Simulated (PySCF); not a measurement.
Magnetic shielding above rings: a mixed set.

NICS is the negative of the GIAO shielding at a point without a nucleus: at the ring centre (0) and 1 Å above and below it (1); zz is the component along the ring normal. Level: GIAO PBE0/pcSseg-1 (PySCF, non-relativistic, gas phase) on the GFN2-xTB geometries, one conformer each. Atom numbers follow the mapped SMILES.

Question: Order these rings by mean NICS(1)zz, lowest (most negative) first (ppm).
A. ring N5–C6–C7–C8–C9 in `[CH3:1][O:2][Si@H:3]([OH:4])[n:5]1[cH:6][cH:7][cH:8][c:9]1[CH3:10]`
B. ring C5–C6–C9 in `[CH2:1]=[C:2]1[S:3][CH2:4][c+:5]2[c:6]([CH2:7][F:8])[c:9]21` (charge +1)
C. ring C3–O5–C6–C8 in `[N:1]#[C:2][C@@:3]1([F:4])[O:5][C:6]([F:7])=[C:8]1[F:9]`
D. ring N3–C4–C5–C6–N7 in `[CH2:1]=[CH:2][N:3]1[CH2:4][CH2:5][CH:6]=[N:7]1`
E. ring C6–Si7–C8–C9 in `[CH3:1][CH2:2][NH:3][C:4](=[O:5])[C@@H:6]1[SiH2:7][CH2:8][C:9]1=[O:10]`
F. ring C3–C4–C5–C6–C7–C10 in `[CH3:1][S:2][c:3]1[cH:4][cH:5][cH:6][c:7]([CH2:8][NH2:9])[cH:10]1`
G. ring C4–C5–C6–C7–C8 in `[CH3:1][CH2:2][CH:3]=[C:4]1[CH:5]=[CH:6][CH:7]=[CH:8]1`

Answer: A (-27.4), F (-25.6), B (-20.2), G (-6.1), D (-3.1), C (-0.5), E (2.2).

```tsv
SMILES	ring	NICS(0)	NICS(1)	NICS(1)zz	HOMA	rms pucker (Å)	ring atoms with four or more neighbours
CO[Si@H](O)n1cccc1C	5-membered ring with N; formal bonds all aromatic	-12.5	-10.6	-27.4	0.82	0.00	0
CSc1cccc(CN)c1	6-membered carbocycle; formal bonds all aromatic	-7.9	-10.6	-25.6	1.00	0.00	0
C=C1SC[c+]2c(CF)c21	3-membered carbocycle; bonds drawn aromatic by RDKit's count	-29.0	-13.2	-20.2	0.86	0.00	0
CCC=C1C=CC=C1	5-membered carbocycle; formal bonds 2 double, 3 single	-0.3	-4.3	-6.1	0.05	0.00	0
C=CN1CCC=N1	5-membered ring with 2 N; formal bonds 1 double, 4 single	-2.8	-2.7	-3.1	–	0.00	2
N#C[C@@]1(F)OC(F)=C1F	4-membered ring with O; formal bonds 1 double, 3 single	-16.1	-2.5	-0.5	–	0.01	1
CCNC(=O)[C@@H]1[SiH2]CC1=O	4-membered ring with Si; formal bonds all single	5.7	-1.7	2.2	–	0.07	3
```

NICS(0) gives another order. The isotropic NICS(1) gives another order. Over the 4 rings with a HOMA value its correlation coefficient with NICS(1)zz is -0.94. HOMA uses Krygowski's 1993 parameters; it is left out where a ring has a four-coordinate atom, a triple bond, no multiple bond or a kind of bond without parameters. NICS(1) and NICS(1)zz are means over the two faces.
